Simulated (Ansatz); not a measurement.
Consider the formal exchange of groups at a B–Si bond: `FB([SiH3])Br` + `COC(=N)Cl` → `COB(F)Br` + `N=C([SiH3])Cl`.

Isolated molecules relaxed with PBE0-D4/def2-TZVP in Ansatz; ΔE leaves out vibrations. CCSD(T)/CBS is the MP2 limit (def2-TZVPP, def2-QZVPP) plus CCSD(T) − MP2 in def2-TZVPP, frozen cores. DFT in def2-TZVPP. For Br outer-core shells are correlated without core-valence functions, which leaves a few kJ/mol of doubt a bond. Scalar relativity is left out up to krypton. Each species was taken in one conformer, which may not be the lowest.

```csv
level,ΔE (kJ/mol)
LDA (SPW92),-161.2
PBE-D4,-165.6
BLYP-D4,-181.6
CAM-B3LYP-D4,-182.3
r2SCAN,-175.6
r2SCANh,-176.5
CCSD/def2-SVP,-187.1
CCSD(T)/def2-SVP,-185.3
```

Q: What does CCSD(T)/CBS give? (Estimate.)

A: Ansatz gave: -185.7 kJ/mol. The listed levels differ from it by 24.5, 20.1, 4.1, 3.4, 10.1, 9.2, -1.4, 0.4 kJ/mol.

Largest T1 diagnostic among the species: 0.013.

From PBE to PBE0 (25 % exact exchange), in def2-TZVPP and without D4, ΔE moves by −4.2 kJ/mol. Leaving LDA and LC-ωPBE aside and taking each functional with its dispersion term where it has one, the values, not all of them listed here, spread over 22.5 kJ/mol, from BHLYP-D4 to PBE-D4. LDA lies +3.3 kJ/mol from PBE without D4.
